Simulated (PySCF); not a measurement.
AlH₂O₂, SMILES [Al+]([OH])[OH], charge +1.

Coordinates come from a B3LYP-D3(BJ)/def2-TZVP optimisation. The spin state was assumed, not searched. The isomer is the one that the SMILES or the coordinates give; other isomers of the formula were not compared. Other conformers were not sampled.

Calculation: PBE/def2-TZVPD in PySCF.

Computed frontier levels, gap, dipole moment and polarisability:
```
Quantity                                                           Value
------------------------------------------------  ----------------------
highest occupied level                                         -14.27 eV
lowest empty level                                              -9.29 eV
orbital gap                                                      4.98 eV
dipole moment about the centre of nuclear charge               0.073 e·Å
mean static polarisability                          25.3 bohr³ (3.76 Å³)
polarisability, principal values                  21.5, 21.8, 32.7 bohr³
```
